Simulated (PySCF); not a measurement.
Hf²⁺ (hafnium, charge +2) across methods

[Xe] 4f14 5d1 6s1, high-spin 3D determinant (an excited configuration). Computed with PySCF 2.14 in aug-cc-pVDZ-PP with ECP60MDF (5s5p4d2f, 54 functions), with scalar relativity through the core potential.

```json
{"method": "PBE0", "E (hartree)": "-47.6330", "mean ε 5p β (eV)": "-54.419", "mean ε 5d α (eV)": "-20.695", "mean ε 6s α (eV)": "-19.671", "Σ⟨r²⟩ (bohr²)": "30.31", "⟨S²⟩": "2.001"}
{"method": "r2SCAN", "E (hartree)": "-47.6626", "mean ε 5p β (eV)": "-53.102", "mean ε 5d α (eV)": "-19.771", "mean ε 6s α (eV)": "-19.075", "Σ⟨r²⟩ (bohr²)": "30.34", "⟨S²⟩": "2.001"}
{"method": "MN15", "E (hartree)": "-47.5934", "mean ε 5p β (eV)": "-54.703", "mean ε 5d α (eV)": "-20.912", "mean ε 6s α (eV)": "-20.203", "Σ⟨r²⟩ (bohr²)": "30.19", "⟨S²⟩": "2.001"}
{"method": "PW91", "E (hartree)": "-47.6801", "mean ε 5p β (eV)": "-52.300", "mean ε 5d α (eV)": "-19.466", "mean ε 6s α (eV)": "-19.046", "Σ⟨r²⟩ (bohr²)": "30.24", "⟨S²⟩": "2.000"}
{"method": "LDA", "E (hartree)": "-47.4907", "mean ε 5p β (eV)": "-51.915", "mean ε 5d α (eV)": "-19.091", "mean ε 6s α (eV)": "-19.118", "Σ⟨r²⟩ (bohr²)": "30.14", "⟨S²⟩": "2.000"}
{"method": "PBE", "E (hartree)": "-47.6558", "mean ε 5p β (eV)": "-52.221", "mean ε 5d α (eV)": "-19.405", "mean ε 6s α (eV)": "-18.969", "Σ⟨r²⟩ (bohr²)": "30.26", "⟨S²⟩": "2.000"}
{"method": "TPSS", "E (hartree)": "-47.6458", "mean ε 5p β (eV)": "-52.493", "mean ε 5d α (eV)": "-19.468", "mean ε 6s α (eV)": "-18.796", "Σ⟨r²⟩ (bohr²)": "30.36", "⟨S²⟩": "2.000"}
{"method": "UHF", "E (hartree)": "-47.23352", "mean ε 5p β (eV)": "-59.872", "mean ε 5d α (eV)": "-23.814", "mean ε 6s α (eV)": "-21.281", "Σ⟨r²⟩ (bohr²)": "30.88", "⟨S²⟩": "2.002"}
{"method": "B97-3", "E (hartree)": "-47.6536", "mean ε 5p β (eV)": "-54.639", "mean ε 5d α (eV)": "-20.569", "mean ε 6s α (eV)": "-19.535", "Σ⟨r²⟩ (bohr²)": "30.28", "⟨S²⟩": "2.000"}
```

Energies and moments cover only the electrons outside the core potential. Spin-orbit coupling, absent here, splits the open shell strongly.
